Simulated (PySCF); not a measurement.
**Static response to an electric field**

C₇H₄FN.
Geometry (GFN2-xTB, Å), atoms numbered from 1 in this order:
```xyz
13
C7H4FN angstrom
N      3.527   -0.738   -0.467
C      2.415   -0.505   -0.319
C      1.042   -0.218   -0.137
C      0.125   -1.263   -0.012
C     -1.216   -0.985    0.163
C     -1.622    0.339    0.210
F     -2.927    0.612    0.379
C     -0.729    1.391    0.089
C      0.612    1.109   -0.085
H      0.470   -2.285   -0.053
H     -1.945   -1.773    0.263
H     -1.087    2.407    0.132
H      1.330    1.909   -0.181
```

Level: PBE0/def2-SVPD (PySCF), static field, nuclei fixed, core orbitals frozen in the response. The polarisability tensor in these axes (au):

```
x   118.20  -7.57  -9.29
y    -7.57  84.26   0.85
z    -9.29   0.85  48.76
```

Task: What are the eigenvalues, a third of the trace, and Δα (Δα² = ½Σ(αi − αj)² over the three pairs)?

Result: Principal values 47.53, 82.68 and 121.00 au; mean 83.74 au = 12.41 Å³ = 13.81 × 10⁻⁴⁰ C²·m²/J; Δα = 63.64 au (76 % of the mean).

Task: What is the dipole moment, and where does it point?

Result: (-3.04, 0.63, 0.41) D, 3.13 D in size, pointing from the negative to the positive side. Measured along this direction, the outermost atoms are N1 at the negative end and F7 at the positive end.

Task: Orientational against electronic polarisability at 500 K (dilute gas, rigid molecules)?

Result: In Gaussian units μ²/3kT = 47.23 Å³ against 12.41 Å³, a ratio of 3.81; the Debye molar polarisation (4π/3)N_A(α + μ²/3kT) is 150.4 cm³/mol, leaving out the vibrational part.

Task: Directions of the eigenvectors, and the extent of the frame along each?

Result: Largest value along (0.97, -0.20, -0.13), where the nuclei span 6.65 Å; middle along (0.20, 0.98, -0.03), 4.28 Å; least along (0.13, 0.00, 0.99), 0.01 Å. The response follows the extents in order.

Task: What molar refraction does this α imply?

Result: Lorentz–Lorenz: R = (4π/3)N_A α = 2.5225 cm³/(mol·Å³) × 12.41 Å³ = 31.3 cm³/mol, in the limit of long wavelengths.

Task: Form Σ f/ω² (atomic units) for the 8 lowest TDDFT singlets, given as eV and f, and set it beside the mean polarisability, which is this sum over all singlets: 5.23, 0.0013; 5.66, 0.2385; 6.56, 0.0000; 6.64, 0.3445; 6.90, 0.5218; 7.09, 0.0000; 7.24, 0.0005; 7.41, 0.0023.

Result: They add up to 19.49 au, 23.3 % of the 83.74 au; the largest single term is 8.11 au, from the state at 6.90 eV. Terms in order: 0.03, 5.52, 0.00, 5.79, 8.11, 0.00, 0.01, 0.03 au. Higher excitations give the rest. The strengths listed sum to 1.109.

Task: Rayleigh depolarisation ratio (linearly polarised light, static tensor)?

Result: ρ = 3Δα²/(45ᾱ² + 4Δα²) = 12151.4/(315529 + 16201.9) = 0.0366.

Geometry: GFN2-xTB; no solvent, vibrations or thermal averaging.
